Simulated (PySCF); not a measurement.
SSn (SMILES [S]=[Sn]), singlet, geometry from GFN2-xTB (such geometries of metal compounds can be far from the true shape) (core potentials on Sn); DF-B3LYP/def2-TZVPD in PySCF.

PySCF was given this input:
```python
from pyscf import gto, scf, dft
import numpy

mol = gto.M(
    atom='''
Sn   -0.000000   -0.000000   -0.541068
S     0.000000    0.000000    1.690837
''',
    basis='def2-tzvpd',
    ecp={'Sn': 'def2-tzvpd'},
    charge=0,
    spin=0,
    verbose=4,
)
print('smallest overlap eigenvalue', numpy.linalg.eigvalsh(mol.intor('int1e_ovlp'))[0])

mf = dft.RKS(mol)
mf.xc = 'b3lyp'
mf = mf.density_fit(auxbasis='def2-universal-jkfit')
mf = scf.addons.remove_linear_dep_(mf, threshold=1e-2, lindep=1e-2)
mf.kernel()
```

What the program printed (banner, timings and long lists left out):

```
PySCF version 2.14.0

[INPUT] verbose = 4
[INPUT] num. atoms = 2
[INPUT] num. electrons = 38
[INPUT] charge = 0
[INPUT] spin (= nelec alpha-beta = 2S) = 0
[INPUT] symmetry False subgroup None
[INPUT] Mole.unit = angstrom
[INPUT] Symbol           X                Y                Z      unit          X                Y                Z       unit  Magmom
[...]
nuclear repulsion = 83.4580227401435
number of shells = 34
number of NR pGTOs = 169
number of NR cGTOs = 102
basis = def2-tzvpd
ecp = {'Sn': 'def2-tzvpd'}
input.py:20: DeprecationWarning: remove_linear_dep_ is deprecated and will be removed in a future release. Linear dependency handling is now built into the SCF procedure by default. Linear dependency removal can be controlled using the following settings:
  pyscf.scf.hf.remove_overlap_zero_eigenvalue = True
  pyscf.scf.hf.overlap_zero_eigenvalue_threshold = 1e-6

  mf = scf.addons.remove_linear_dep_(mf, threshold=1e-2, lindep=1e-2)
smallest overlap eigenvalue 0.0008139783664211121
Applying remove_linear_dep_ on SCF object.
Using canonical orthogonalization with threshold 0.01

******** <class 'pyscf.df.df_jk.DFRKS'> ********
method = DFRKS
initial guess = minao
damping factor = 0
level_shift factor = 0
DIIS = <class 'pyscf.scf.diis.CDIIS'>
diis_start_cycle = 1
diis_space = 8
diis_damp = 0
SCF conv_tol = 1e-09
SCF conv_tol_grad = None
SCF max_cycles = 50
direct_scf = False
XC library pyscf.dft.libxc version 7.1.2
    S. Lehtola, C. Steigemann, M. J. T. Oliveira, and M. A. L. Marques,  SoftwareX 7, 1–5 (2018)
XC functionals = b3lyp
    P. J. Stephens, F. J. Devlin, C. F. Chabalowski, and M. J. Frisch,  J. Phys. Chem. 98, 11623 (1994)
radial grids:
    Treutler-Ahlrichs [JCP 102, 346 (1995); DOI:10.1063/1.469408] (M4) radial grids

becke partition: Becke, JCP 88, 2547 (1988); DOI:10.1063/1.454033
pruning grids: <function nwchem_prune>
grids dens level: 3
symmetrized grids: False
atomic radii adjust function: <function treutler_atomic_radii_adjust>
small_rho_cutoff = 0
Set gradient conv threshold to 3.16228e-05
Initial guess from minao.
tot grids = 40840
******** <class 'pyscf.df.df.DF'> ********
auxbasis = def2-universal-jkfit
init E= -575.885114466181
[...]
cycle= 1 E= -609.733157880432  delta_E= -33.8  |g|= 2.96  |ddm|= 41.7
[...]
cycle= 2 E= -555.096719266093  delta_E= 54.6  |g|= 14.1  |ddm|= 9.77
[...]
cycle= 3 E= -610.847198173416  delta_E= -55.8  |g|= 1.95  |ddm|= 6.08
[...]
cycle= 4 E= -611.19001896895  delta_E= -0.343  |g|= 1.44  |ddm|=  2.8
[...]
[...]
cycle= 21 E= -611.451604871827  delta_E= 0.433  |g|=  1.2  |ddm|=  1.3
[...]
cycle= 22 E= -611.683216299408  delta_E= -0.232  |g|= 0.85  |ddm|= 1.83
[...]
cycle= 23 E= -611.635338106833  delta_E= 0.0479  |g|=  0.8  |ddm|= 0.422
[...]
cycle= 24 E= -611.686360353705  delta_E= -0.051  |g|= 0.709  |ddm|= 0.301
[...]
cycle= 25 E= -611.62477277781  delta_E= 0.0616  |g|= 0.89  |ddm|= 0.651
[...]
cycle= 26 E= -611.632588163351  delta_E= -0.00782  |g|= 0.883  |ddm|= 0.0502
[...]
cycle= 27 E= -611.850009231382  delta_E= -0.217  |g|= 0.632  |ddm|= 0.849
[...]
cycle= 28 E= -611.742764570474  delta_E= 0.107  |g|= 0.828  |ddm|= 0.724
[...]
cycle= 29 E= -611.849422287682  delta_E= -0.107  |g|= 0.611  |ddm|= 0.427
[...]
cycle= 30 E= -611.641737364645  delta_E= 0.208  |g|= 0.981  |ddm|= 0.734
[...]
cycle= 31 E= -611.738076529048  delta_E= -0.0963  |g|= 0.833  |ddm|= 0.318
[...]
cycle= 32 E= -611.77058919532  delta_E= -0.0325  |g|= 0.777  |ddm|= 0.152
[...]
cycle= 33 E= -611.655393929777  delta_E= 0.115  |g|= 0.859  |ddm|= 1.01
[...]
cycle= 34 E= -611.75899238946  delta_E= -0.104  |g|= 0.809  |ddm|= 1.02
[...]
cycle= 35 E= -611.874580346227  delta_E= -0.116  |g|= 0.68  |ddm|= 0.433
[...]
cycle= 36 E= -611.773035690561  delta_E= 0.102  |g|= 0.77  |ddm|= 0.44
[...]
cycle= 37 E= -611.827804880518  delta_E= -0.0548  |g|= 0.713  |ddm|= 0.229
[...]
cycle= 38 E= -611.908459343108  delta_E= -0.0807  |g|= 0.498  |ddm|= 0.716
[...]
cycle= 39 E= -611.850337133035  delta_E= 0.0581  |g|= 0.628  |ddm|= 0.716
[...]
cycle= 40 E= -611.844648341704  delta_E= 0.00569  |g|= 0.681  |ddm|= 0.407
[...]
cycle= 41 E= -611.826392759294  delta_E= 0.0183  |g|= 0.713  |ddm|= 0.253
[...]
cycle= 42 E= -611.763118142143  delta_E= 0.0633  |g|= 0.707  |ddm|= 0.439
[...]
cycle= 43 E= -611.863104114476  delta_E= -0.1  |g|= 0.682  |ddm|= 0.526
[...]
cycle= 44 E= -611.830819817421  delta_E= 0.0323  |g|= 0.79  |ddm|= 0.473
[...]
cycle= 45 E= -611.889673247157  delta_E= -0.0589  |g|= 0.689  |ddm|= 0.449
[...]
cycle= 46 E= -611.859273026316  delta_E= 0.0304  |g|= 0.741  |ddm|= 0.486
[...]
cycle= 47 E= -611.87693510674  delta_E= -0.0177  |g|= 0.558  |ddm|= 0.921
[...]
cycle= 48 E= -611.748682555628  delta_E= 0.128  |g|= 0.796  |ddm|=  0.6
[...]
cycle= 49 E= -611.672863292627  delta_E= 0.0758  |g|= 0.867  |ddm|= 0.42
[...]
cycle= 50 E= -611.729561447337  delta_E= -0.0567  |g|= 0.789  |ddm|= 0.205
SCF not converged.
SCF energy = -611.729561447337
```

Convergence was not reached.
